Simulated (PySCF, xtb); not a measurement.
O2Si, SMILES [O][Si]=O (connectivity only; charge and spin as stated), charge -1, multiplicity 2.

Harmonic wavenumbers (cm⁻¹) from GFN2-xTB run with xtb at its own minimum, in rising order: 363, 1067, 1284.

**Question.** What does PySCF with B3LYP-D3(BJ)/def2-TZVPD give at its own minimum? (An estimate is asked for; the answer gives what the named calculation found.)

**Answer.** 332, 930, 1198. Paired by order, the mean absolute difference is 84 cm⁻¹ and the zero-point energies are 3.9 and 3.5 kcal/mol.
